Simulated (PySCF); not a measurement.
C2H12OSi3, SMILES CCO[SiH2][SiH2][SiH3].

Geometry: r2SCAN-D4/def2-SVP. The structure was generated by enumeration, and PubChem lists no compound with its InChIKey, so it may never have been made. The values are those of a single conformer.

All values below come from r2SCAN-D4/def2-SVP run with PySCF.

Frequencies are harmonic and unscaled.

| mode | ν (cm⁻¹) | IR (km/mol) | moving atoms (share of kinetic energy) |
|---|---|---|---|
| 1 | 36 | 0.0 | C 36 %, Si 35 %, H 27 % |
| 2 | 62 | 0.3 | Si 43 %, H 30 %, C 19 %, O 8 % |
| 3 | 72 | 1.8 | Si 48 %, O 31 %, H 18 % |
| 4 | 93 | 0.7 | H 50 %, C 37 %, Si 13 % |
| 5 | 124 | 0.3 | H 92 % |
| 6 | 154 | 1.1 | H 32 %, O 27 %, Si 25 %, C 17 % |
| 7 | 219 | 8.6 | H 35 %, O 31 %, Si 25 %, C 8 % |
| 8 | 280 | 3.0 | H 80 %, O 12 % |
| 9 | 321 | 14.9 | H 83 %, Si 10 % |
| 10 | 375 | 3.2 | Si 36 %, C 33 %, H 28 % |
| 11 | 394 | 0.5 | Si 68 %, H 23 % |
| 12 | 412 | 2.7 | H 81 %, Si 18 % |
| 13 | 450 | 13.8 | Si 71 %, H 28 % |
| 14 | 501 | 2.2 | H 76 %, Si 21 % |
| 15 | 572 | 12.1 | H 72 %, Si 26 % |
| 16 | 673 | 75.1 | H 85 %, Si 14 % |
| 17 | 683 | 42.6 | H 88 %, Si 11 % |
| 18 | 731 | 25.4 | H 66 %, C 13 %, Si 11 %, O 10 % |
| 19 | 766 | 45.1 | H 57 %, O 27 %, Si 8 % |
| 20 | 808 | 6.2 | H 92 % |
| 21 | 839 | 250.1 | H 82 %, Si 15 % |
| 22 | 873 | 247.1 | H 89 %, Si 10 % |
| 23 | 903 | 17.1 | H 95 % |
| 24 | 927 | 96.8 | H 95 % |
| 25 | 937 | 37.4 | H 96 % |
| 26 | 938 | 38.6 | H 98 % |
| 27 | 969 | 53.8 | H 38 %, C 32 %, O 24 % |
| 28 | 1114 | 45.9 | C 53 %, H 36 %, O 10 % |
| 29 | 1132 | 187.6 | C 42 %, O 38 %, H 19 % |
| 30 | 1167 | 13.0 | H 60 %, C 37 % |
| 31 | 1302 | 0.3 | H 92 % |
| 32 | 1369 | 0.8 | H 80 %, C 20 % |
| 33 | 1413 | 46.5 | H 70 %, C 29 % |
| 34 | 1452 | 6.6 | H 97 % |
| 35 | 1470 | 2.2 | H 95 % |
| 36 | 1495 | 3.5 | H 92 % |
| 37 | 2178 | 115.6 | H 97 % |
| 38 | 2193 | 97.9 | H 98 % |
| 39 | 2201 | 32.0 | H 96 % |
| 40 | 2210 | 49.7 | H 99 % |
| 41 | 2219 | 118.1 | H 96 % |
| 42 | 2223 | 75.9 | H 96 % |
| 43 | 2241 | 123.5 | H 97 % |
| 44 | 2961 | 38.9 | H 95 % |
| 45 | 3014 | 50.7 | H 90 %, C 10 % |
| 46 | 3041 | 14.9 | H 97 % |
| 47 | 3146 | 16.8 | H 91 %, C 9 % |
| 48 | 3147 | 15.3 | H 90 %, C 10 % |
